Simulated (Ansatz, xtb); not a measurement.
Process, species as SMILES: [SiH3][SiH](Cl)Cl + 3 [H][H] (H2) -> 2 Cl (HCl) + 2 [SiH4] (SiH4)
Structures are relaxed separately at B3LYP-D3(BJ)/def2-TZVP in Ansatz (an electronic-structure program).

Property: energy of full hydrogenation (electronic energy difference), in kcal/mol. Valence correlation only, unless marked. Spin-orbit coupling is left out. No relativistic terms. CBS marks a two-point X^-3 extrapolation of the correlation energy; Hartree-Fock from the larger set.

| level | program | energy of full hydrogenation (kcal/mol) |
|---|---|---|
| GFN1-xTB | xtb | 15.0 |
| SVWN5/def2-TZVPD | Ansatz | 31.2 |
| BLYP-D3(BJ)/def2-TZVPD | Ansatz + dftd3 | ? |
| r2SCAN-D3(BJ)/def2-TZVPD | Ansatz + dftd3 | 35.1 |
| PBE0/def2-QZVPP | Ansatz | 28.9 |
| BHLYP-D3(BJ)/def2-TZVPD | Ansatz + dftd3 | ? |
| r2SCAN0/def2-TZVPD | Ansatz | 31.8 |
| HSE06/def2-TZVPD | Ansatz | ? |
| B2PLYP-D3(BJ)/def2-TZVPD | Ansatz + dftd3 | 32.1 |
| CCSD/6-31G | Ansatz | 25.5 |
| CCSD/cc-pV(D+d)Z | Ansatz | ? |
| CCSD/cc-pV(Q+d)Z | Ansatz | 26.9 |
| CCSD(T)/CBS(cc-pV(T+d)Z,cc-pV(Q+d)Z) | Ansatz | 32.0 |

Question: Complete the blanks.

Answer: 
- BLYP-D3(BJ)/def2-TZVPD, energy of full hydrogenation (kcal/mol): 32.6
- BHLYP-D3(BJ)/def2-TZVPD, energy of full hydrogenation (kcal/mol): 28.7
- HSE06/def2-TZVPD, energy of full hydrogenation (kcal/mol): 29.5
- CCSD/cc-pV(D+d)Z, energy of full hydrogenation (kcal/mol): 14.7
